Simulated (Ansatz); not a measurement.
Computed with Ansatz on PBE0-D4/def2-TZVP structures; ΔE is electronic, products minus reactants. CCSD(T)/CBS is the MP2 limit (def2-TZVPP, def2-QZVPP) plus CCSD(T) − MP2 in def2-TZVPP, frozen cores. Functionals use def2-TZVPP. Elements past krypton have def2 core potentials. For I outer-core shells are correlated without core-valence functions, which leaves a few kJ/mol of doubt a bond. One conformer a species, not always the lowest.

Reaction (ligand exchange at the Si–C bond): `C=C(C)[SiH2][SiH3]` + HI → `[SiH3][SiH2]I` + `C=CC`

`C=C(C)[SiH2][SiH3]`:

Cartesian coordinates in Å:
```
C 1.735 -0.444 -1.243
C 0.550 0.044 -0.877
C -0.669 -0.101 -1.737
Si 0.378 0.915 0.772
Si -1.010 -0.305 2.213
H 1.864 -0.970 -2.187
H 2.619 -0.338 -0.624
H -0.443 -0.631 -2.665
H -1.087 0.877 -1.994
H -1.461 -0.649 -1.216
H -0.231 2.263 0.577
H 1.722 1.081 1.389
H -0.413 -1.637 2.505
H -2.345 -0.521 1.588
H -1.210 0.417 3.499
```

HI:

```xyz
2

I     0.057   -0.048   -0.802
H    -0.057    0.048    0.802
```

`[SiH3][SiH2]I`:

```xyz
8

Si   -0.478    1.126   -0.002
Si    0.483   -0.989   -0.240
I     0.388   -2.101    1.941
H    -0.451    1.854   -1.301
H     0.288    1.896    1.010
H    -1.885    0.971    0.447
H    -0.254   -1.839   -1.209
H     1.910   -0.919   -0.646
```

`C=CC`:

```xyz
9

C    -1.043    0.027   -0.911
C    -0.020   -0.487   -0.243
C     0.774    0.232    0.793
H    -1.378    1.045   -0.738
H    -1.582   -0.549   -1.654
H     0.279   -1.512   -0.451
H     0.731   -0.290    1.753
H     1.831    0.283    0.512
H     0.410    1.251    0.940
```

CCSD(T)/CBS gives -0.96 eV.

Task: Another level gave -0.89 eV. Which?
A. B2PLYP/def2-TZVPP
B. BHLYP/def2-TZVPP
C. PBE-D4/def2-TZVPP
D. LDA (SPW92)/def2-TZVPP

Result: C. PBE-D4 -0.89, LDA (SPW92) -0.84, B2PLYP -0.95, BHLYP -1.00 eV.

Largest T1 diagnostic among the species: 0.012.

The D4 term adds +0.07 eV with B3LYP and +0.04 eV with PBE0; it sums over pairs of atoms, weighted by their polarisabilities, and B3LYP, whose exchange is more repulsive, gets the larger term. Leaving LDA and LC-ωPBE aside and taking each functional with its dispersion term where it has one, the values, not all of them listed here, spread over 0.13 eV, from PBE-QIDH to revPBE-D4. LDA lies +0.10 eV from PBE without D4. At CCSD(T), def2-SVP lies +0.14 eV from the extrapolated value and def2-TZVPP +0.10 eV.

B3LYP here is the variant with VWN-RPA as its local correlation; programs differ in this.
